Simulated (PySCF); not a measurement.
**Spinor energies of Sn⁴⁶⁺ (tin, charge +46)**

Start: [He] 2s2. Calculated with PySCF 2.14 in an even-tempered Gaussian basis (17 s from 6 bohr⁻², ratio 2.6; 13 p from 7.8 bohr⁻², ratio 2.6; 7 d from 8 bohr⁻², ratio 2.8; 4 f from 160 bohr⁻², ratio 2.8): generalised Hartree-Fock with the X2C-1e Hamiltonian and a Gaussian nucleus; spin-orbit coupling (SO) screened by Boettger's factors.

| spinor shell | electrons | ε, screened SO (eV) | weight of nominal j (screened SO) | rms radius, screened SO (bohr) |
| --- | --- | --- | --- | --- |
| 1s1/2 | 2 | -33753.6 | 1.000 | 0.0330 |
| 2s1/2 | 2 | -8103.8 | 1.000 | 0.128 |

```csv
quantity,screened SO
E (hartree),-3158.75929
M_J,0
⟨J²⟩,0.000
⟨L²⟩,0.000
⟨S²⟩,0.000
```

Breit and QED terms are absent; they matter most for the inner s and p1/2 levels.

Densities and radii are taken from the X2C orbitals without a picture-change correction, which distorts them close to the nucleus.
